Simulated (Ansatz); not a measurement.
Start from `BNB` and change one atom or group to get `B[NH][GaH2]`.

Ansatz, PBE0-D4/def2-TZVP geometries, multiplicity 1. 

Scalar relativity is left out up to krypton.

```json
{"property": "LUMO energy (ωB97M-V/def2-TZVPP) / eV", "`BNB`": "0.60"}
{"property": "LUMO energy (B3LYP/def2-TZVPP) / eV", "`BNB`": "-1.57"}
{"property": "size of the dipole moment (ωB97M-V/def2-TZVPP) / D", "`BNB`": "1.27"}
{"property": "ideal-gas entropy at 298 K and 1 bar (rigid rotor, harmonic PBE0-D4/def2-TZVP) / J/(mol·K)", "`BNB`": "258"}
{"property": "HOMO energy (PBE/def2-TZVPP) / eV", "`BNB`": "-7.75"}
{"property": "HOMO–LUMO gap (PBE/def2-TZVPP) / eV", "`BNB`": "5.35"}
```

Give the same properties after the change, and the shifts. (Estimate.)

The calculation gave: 
```json
{"property": "LUMO energy (ωB97M-V/def2-TZVPP) / eV", "`B[NH][GaH2]`": "0.25", "shift": "-0.35"}
{"property": "LUMO energy (B3LYP/def2-TZVPP) / eV", "`B[NH][GaH2]`": "-1.74", "shift": "-0.17"}
{"property": "size of the dipole moment (ωB97M-V/def2-TZVPP) / D", "`B[NH][GaH2]`": "1.68", "shift": "0.41"}
{"property": "ideal-gas entropy at 298 K and 1 bar (rigid rotor, harmonic PBE0-D4/def2-TZVP) / J/(mol·K)", "`B[NH][GaH2]`": "299", "shift": "41"}
{"property": "HOMO energy (PBE/def2-TZVPP) / eV", "`B[NH][GaH2]`": "-7.04", "shift": "0.71"}
{"property": "HOMO–LUMO gap (PBE/def2-TZVPP) / eV", "`B[NH][GaH2]`": "4.74", "shift": "-0.61"}
```

With PBE0 the HOMO rises by 0.80 eV and the LUMO falls by 0.11 eV, so the gap narrows by about 0.91 eV. PBE moves the HOMO by 0.71 eV and ωB97M-V by 0.87 eV. Dipoles are sizes alone; their direction can turn.

B3LYP here is the variant with VWN-RPA as its local correlation; programs differ in this.
